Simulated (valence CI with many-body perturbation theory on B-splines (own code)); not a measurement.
## Mn11+: electric-dipole lines

Computed by valence CI with perturbative core correlation (CI+MBPT): four valence electrons over a frozen Dirac-Fock core [Ne], radial functions for each j: 11 s, 11 p, 9 d, 7 f, 5 g, 2 h, 1 i, with the one-electron correlation potential Σ1, the two-electron term Σ2, the three-electron term Σ3, Breit, model QED; selected CI, second order for the rest, scaled by the run's own slope (own B-spline code, finite nucleus).

No measured spectrum was set against this ion. As an estimate, levels of excited configurations hold to 0.05 to 0.15 % of their energy, terms of the ground configuration to about 0.5 %.

Lines 101 to 150 of 227 in falling wavelength, among levels below 761930 cm⁻¹, chosen from the strongest by gf and those to the six lowest levels. Wavelengths and rates use the calculated energies, so an error of 200 cm⁻¹ moves a line at 269.6 Å by 0.054 % and its rate by three times that or more. Electric multipoles are in the length gauge, E1 and E2 with the static RPA response of the core. Weak lines are less certain than strong ones. Lines between different terms over intervals too small for the method are left out, as are lines whose strength nearly cancels. The highest levels of a list are the least certain.

Names give the largest LS component (configuration and term), which can be under half, so a name can repeat, a term be missing and a line seem to break the LS rules; names also repeat where a configuration has a term twice. Letters in brackets count levels of one name in rising energy.

```tsv
λ vac (Å)	Upper	Lower	A (s⁻¹)	log gf	Branch %
269.6	3s.3p3 3S°_1	3s2.3p2 3P_2	2.97e+10	-0.01	56.7
269.0	3s.3p2.3d 3P_1 [a]	3s.3p3 3P°_2	5.97e+09	-0.71	16.0
268.8	3p4 3P_1	3s.3p3 5S°_2	2.86e+06	-4.03	0.0
268.6	3s.3p2.3d 3P_1 [a]	3s.3p3 3P°_1	9.61e+08	-1.51	2.6
268.6	3s.3p2.3d 3D_3 [a]	3s.3p3 1D°_2	1.20e+09	-1.04	3.3
268.3	3s.3p2.3d 3P_1 [a]	3s.3p3 3P°_0	2.50e+09	-1.09	6.7
265.3	3s2.3p.3d 3P°_1	3s2.3p2 1S_0	4.92e+07	-2.81	0.1
265.2	3s.3p2.3d 3P_0 [a]	3s.3p3 3P°_1	1.14e+10	-0.92	30.7
264.0	3s.3p3 3S°_1	3s2.3p2 3P_1	1.55e+10	-0.31	29.6
261.9	3s.3p2.3d 1F_3	3s.3p3 1D°_2	1.09e+10	-0.10	53.7
261.2	3p4 1D_2	3s.3p3 5S°_2	4.76e+05	-4.61	0.0
260.3	3s2.3p.3d 3F°_2	3s2.3p2 3P_2	8.93e+07	-2.34	22.0
259.1	3s.3p3 3S°_1	3s2.3p2 3P_0	6.06e+09	-0.74	11.6
258.4	3s2.3p.3d 3D°_1	3s2.3p2 1S_0	1.22e+07	-3.44	0.0
256.7	3s2.3p.3d 3F°_3	3s2.3p2 3P_2	2.19e+08	-1.82	91.8
256.4	3s.3p3 1P°_1	3s2.3p2 3P_2	1.24e+09	-1.44	3.4
255.5	3s.3p2.3d 5F_1	3s.3p3 5S°_2	1.02e+06	-4.53	2.0
255.1	3s2.3p.3d 3F°_2	3s2.3p2 3P_1	7.89e+07	-2.41	19.4
254.3	3s.3p2.3d 5F_2	3s.3p3 5S°_2	6.68e+06	-3.49	15.2
252.5	3s.3p2.3d 5F_3	3s.3p3 5S°_2	1.26e+07	-3.07	41.8
251.3	3s.3p3 1P°_1	3s2.3p2 3P_1	4.32e+09	-0.91	12.0
249.0	3s.3p2.3d 3D_1 [b]	3s.3p3 1D°_2	1.46e+09	-1.39	4.6
248.9	3s.3p2.3d 3P_2 [a]	3s.3p3 3D°_3	2.00e+10	-0.03	54.6
248.6	3s.3p2.3d 3D_3 [a]	3s.3p3 3P°_2	6.70e+08	-1.36	1.8
247.6	3s.3p2.3d 3P_2 [a]	3s.3p3 3D°_2	8.74e+09	-0.40	23.9
247.5	3s.3p2.3d 3P_2 [a]	3s.3p3 3D°_1	9.87e+08	-1.34	2.7
246.9	3s.3p3 1P°_1	3s2.3p2 3P_0	8.00e+08	-1.66	2.2
246.6	3s.3p2.3d 1P_1	3s.3p3 1D°_2	3.07e+10	-0.08	74.4
245.0	3s.3p2.3d 3D_3 [b]	3s.3p3 1D°_2	1.78e+09	-0.95	6.9
243.7	3s2.3p.3d 3P°_2	3s2.3p2 1D_2	1.59e+10	-0.15	34.0
243.1	3s.3p2.3d 3P_1 [a]	3s.3p3 3D°_2	1.48e+10	-0.41	39.6
243.0	3s.3p2.3d 3P_1 [a]	3s.3p3 3D°_1	1.13e+10	-0.52	30.4
242.8	3s.3p2.3d 1F_3	3s.3p3 3P°_2	2.80e+09	-0.76	13.7
242.3	3s.3p2.3d 5D_1	3s.3p3 5S°_2	1.25e+08	-2.48	41.3
241.8	3s.3p2.3d 5D_2	3s.3p3 5S°_2	3.35e+08	-1.83	76.5
241.0	3s.3p2.3d 5D_3	3s.3p3 5S°_2	4.64e+08	-1.55	94.3
240.2	3s.3p2.3d 3P_0 [a]	3s.3p3 3D°_1	2.39e+10	-0.69	64.3
239.3	3s2.3p.3d 3P°_1	3s2.3p2 1D_2	6.23e+08	-1.79	1.3
237.8	3s2.3p.3d 1D°_2	3s2.3p2 1D_2	3.34e+10	0.15	66.7
235.5	3s.3p2.3d 3S_1	3s.3p3 1D°_2	1.65e+09	-1.39	3.8
234.2	3s.3p2.3d 3D_1 [c]	3s.3p3 1D°_2	2.88e+09	-1.15	7.5
233.8	3s2.3p.3d 3D°_1	3s2.3p2 1D_2	8.66e+08	-1.67	1.5
233.3	3s.3p2.3d 3F_3 [b]	3s.3p3 3P°_2	7.96e+08	-1.34	1.8
232.5	3s2.3p.3d 3D°_2	3s2.3p2 1D_2	3.66e+09	-0.83	6.2
232.4	3s2.3p.3d 3D°_3	3s2.3p2 1D_2	1.76e+09	-1.00	2.9
231.5	3s.3p2.3d 3D_1 [b]	3s.3p3 3P°_1	4.78e+09	-0.94	15.1
231.3	3s.3p2.3d 3D_1 [b]	3s.3p3 3P°_0	1.18e+10	-0.55	37.4
230.7	3s.3p2.3d 3F_2 [a]	3s.3p3 5S°_2	5.16e+06	-3.69	0.8
230.6	3s.3p2.3d 3D_2 [b]	3s.3p3 3P°_2	1.66e+09	-1.18	5.5
230.3	3s.3p2.3d 3D_2 [b]	3s.3p3 3P°_1	1.75e+10	-0.16	58.1
```

(1) How does gf follow from A for the line at 246.9 Å?

Answers

(1) gf = 1.4992 × (2J+1)_upper × A / σ², with σ = 405100 cm⁻¹ and 2J+1 = 3: gf = 0.0219.
